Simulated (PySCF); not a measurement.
Ligands exchanged one at a time, Si OH-NH2. All species are isolated molecules in the gas phase. One relaxed conformer stands for each flexible species; it need not be the lowest. Strings in code marks are SMILES.

Level of theory: B3LYP-D3(BJ)/def2-TZVP in PySCF. B3LYP has the VWN-RPA correlation part, as in Gaussian. Excitations are Tamm–Dancoff values on a coarser integration grid. The basis has no diffuse functions, so Rydberg states are missing or too high.

```
species                                       HOMO–LUMO gap (eV)  S1 excitation (TDA) (eV)  S1 oscillator strength
--------------------------------------------  ------------------  ------------------------  ----------------------
0 of 4 OH replaced by NH2 (`[Si](O)(O)(O)O`)                8.88                      7.77                   0.007
1 of 4 OH replaced by NH2 (`N[Si](O)(O)O`)                  7.51                      6.49                   0.026
2 of 4 OH replaced by NH2 (`N[Si](N)(O)O`)                  7.39                      6.41                     ___
3 of 4 OH replaced by NH2 (`N[Si](O)(N)N`)                  7.20                      6.23                   0.016
4 of 4 OH replaced by NH2                                    ___                       ___                   0.000
```

### Question
Fill in the missing entries.

### Answer

- 2 of 4 OH replaced by NH2 (`N[Si](N)(O)O`), S1 oscillator strength: 0.018
- 4 of 4 OH replaced by NH2, HOMO–LUMO gap (eV): 6.92
- 4 of 4 OH replaced by NH2, S1 excitation (TDA) (eV): 5.95
